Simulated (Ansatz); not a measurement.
Species: trichloro(fluoro)germane, sum formula GeCl3F, charge 0, multiplicity 1. 
Coordinates optimised at B3LYP-D3(BJ)/def2-TZVP (Ansatz, a first-principles code):
```
Ge
F 1 1.7225
Cl 1 2.1238 2 107.60
Cl 1 2.1238 2 107.60 3 120.00
Cl 1 2.1238 2 107.60 3 -120.00
```
Charge 0, spin multiplicity 1.

Property: vertical electron affinity (to the doublet state of charge -1; a negative value means that the extra electron is unbound and the number depends on the basis; each state is the SCF solution reached for its spin; the molecule has degenerate orbitals, so one determinant may break the symmetry), in eV. Cores are frozen in the correlated levels unless marked. Open shells are spin-unrestricted. No spin-orbit coupling. The frozen core is the preceding noble-gas configuration, with the filled d and f shells of earlier blocks. Non-relativistic. Anions need diffuse functions: def2-D sets add few. CBS marks a two-point X^-3 extrapolation of the correlation energy; Hartree-Fock from the larger set.

| level | program | vertical electron affinity (eV) |
|---|---|---|
| PBE/def2-TZVPD | Ansatz | ? |
| BHLYP/def2-TZVPD | Ansatz | ? |
| CAM-B3LYP/def2-TZVPD | Ansatz | ? |
| wB97X-V/def2-TZVPD | Ansatz | ? |
| B2PLYP/def2-TZVPD | Ansatz | 0.52 |
| SCS-MP2/def2-TZVPPD | Ansatz | 0.05 |
| SCS-MP2/def2-QZVPPD | Ansatz | 0.13 |
| CCSD/def2-SVPD | Ansatz | 0.05 |
| CCSD/def2-TZVPPD | Ansatz | 0.07 |
| CCSD/def2-QZVPPD | Ansatz | 0.15 |
| CCSD(T)/CBS(def2-TZVPPD,def2-QZVPPD) | Ansatz | 0.30 |

Q: Fill in the missing entries.

A: 
- PBE/def2-TZVPD, vertical electron affinity (eV): 0.83
- BHLYP/def2-TZVPD, vertical electron affinity (eV): 0.46
- CAM-B3LYP/def2-TZVPD, vertical electron affinity (eV): 0.68
- wB97X-V/def2-TZVPD, vertical electron affinity (eV): 0.39
